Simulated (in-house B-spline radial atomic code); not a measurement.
Results of a calculation; reference values are marked as such.
# Ghost states of the separable form: Br

Br, [Ar] 3d10 4s2 4p5, non-relativistic PBE, spherical and spin-unpolarised, from an all-electron radial atomic-structure program (B-spline basis) (atomic units; all potentials screened as in the neutral atom).

Troullier-Martins channels: 4s (ε = -0.7137, r_c = 1.402 bohr), 4p (ε = -0.2902, r_c = 1.713 bohr). In the Kleinman-Bylander form one channel serves as the local potential, and each other channel l becomes |δV u><u δV|/<u|δV|u>, with δV = V_l − V_local and u the pseudo-orbital. Its strength is E_KB = <u|δV²|u>/<u|δV|u>. By the analysis of Gonze, Stumpf and Scheffler a spurious state lies below the reference level ε if E_KB > 0 and ε is above the second level of the local potential alone, or if E_KB < 0 and ε is above its first. The table's levels are those of angular momentum l in a sphere of 9 bohr, whose wall can lift a shallow ε a little above its free-atom value.

```tsv
local	channel	<u δV u>	<u δV² u>	ε	first local level	second local level
p	s	0.036195	0.23794	-0.7137	-0.8045	-0.0028
s	p	-0.011173	0.11383	-0.2901	-0.2891	0.0877
```

**Question.** Apply the rule to each row.

**Answer.** Local p, channel s: E_KB = +6.57, so ε = -0.7137 is set against -0.0028: no ghost. Local s, channel p: E_KB = -10.2, so ε = -0.2901 is set against -0.2891: no ghost.

Diagonalising the separable Hamiltonian gives:

```csv
local,channel,three lowest levels,"all-electron, two lowest valence levels"
p,s,"-0.7137, 0.0127, 0.2899","-0.7137, 0.0126"
s,p,"-0.2901, 0.0832, 0.3326","-0.2901, 0.0867"
```

**Question.** Which choices of local channel are safe?

**Answer.** All are free of ghosts. Among the safe choices the second level, which tests transfer, is off by at most 3.5 millihartree (s local), 0.0 millihartree (p local).
